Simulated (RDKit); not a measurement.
RDKit input (MMFF94):

```python
from rdkit import Chem
from rdkit.Chem import AllChem, rdDetermineBonds

mol = Chem.MolFromXYZFile('mol.xyz')
rdDetermineBonds.DetermineBonds(mol, charge=-1)
print('SMILES', Chem.MolToSmiles(Chem.RemoveHs(mol)))
ff = AllChem.MMFFGetMoleculeForceField(mol, AllChem.MMFFGetMoleculeProperties(mol))
e0 = ff.CalcEnergy()
flag = ff.Minimize(maxIts=5000, forceTol=1e-5)
print(f'energy {e0:.4f} -> {ff.CalcEnergy():.4f} kcal/mol, converged: {flag == 0}')
print(Chem.MolToXYZBlock(mol))
```
mol.xyz:
```
5

Si    -1.18570912     0.14764476    -0.01563206
Si     1.00481334    -0.04033968     0.00841917
H     -1.32550406    -1.38275470     0.07066875
H      1.90470915    -1.24441151     0.08247083
H      1.95333576     1.12489513    -0.05215915
```

Question: Which steric energies does it print, before and after the minimisation?

Answer: 13.63 and 6.51 kcal/mol. They count from the force field's own zero for this bonding and are no heats of formation.
